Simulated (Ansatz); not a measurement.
PBE exchange is replaced step by step with exact exchange (0 % is PBE, 25 % PBE0; no dispersion term), basis def2-TZVP, Ansatz. System: the cluster FePt2. Total charge 0; singlet. Geometry: PBE0-D4/def2-TZVP.

Geometry of the singlet:

```xyz
3

Fe    0.4519   -0.0395   -1.2161
Pt   -1.3752    0.2618    0.1731
Pt    0.9233   -0.2224    1.0430
```

In the def2 sets Pt takes a core potential; there is no spin–orbit coupling. At PBE-D4/def2-TZVP, PBE0-D4/def2-TZVP the restricted singlet is unstable: a solution with broken spin symmetry lies lower. At PBE-D4/def2-TZVP an occupied level of the charge 0 singlet lies above an empty one (by up to 0.24 eV), so this SCF solution is probably not the lowest. The restricted singlet is unstable towards broken spin symmetry at other levels; at PBE with 5 % exact exchange/def2-TZVP, PBE with 10 % exact exchange/def2-TZVP, PBE with 15 % exact exchange/def2-TZVP, PBE with 35 % exact exchange/def2-TZVP and others this wasn't settled. The geometry of the singlet was relaxed on an unsound state (restricted singlet, unstable towards broken spin symmetry). At PBE0-D4/def2-TZVP a quintet of charge 0 lies 3.02 eV below the restricted singlet, each at its own geometry. The structure comes from a short search, and lower isomers may exist.

```
exact exchange (%)  HOMO (eV)  LUMO (eV)  gap (eV)
                 0      -3.92      -4.16     -0.24
                 5      -4.28      -3.81      0.48
                10      -4.70      -3.48      1.22
                15      -5.09      -3.15      1.94
                25      -5.45      -2.55      2.90
                35      -5.81      -2.16      3.65
                50      -6.37      -1.73      4.64
```
